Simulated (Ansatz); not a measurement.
**Question.** Name a neutral molecule of C, Cl, N, O, Sn and H with size of the dipole moment (B3LYP/def2-TZVPP) between 1.75 and 2.05 D and HOMO–LUMO gap (PBE/def2-TZVPP) between 4.35 and 4.65 eV (Ansatz, PBE0-D4/def2-TZVP geometry).

**Answer.** `C[O][Sn]([CH3])([NH2])[Cl]` (1.81 D, 4.43 eV). Other molecules can fit too; these were computed, each in one conformer that needn't be the lowest.

B3LYP here is the variant with VWN-RPA as its local correlation; programs differ in this.
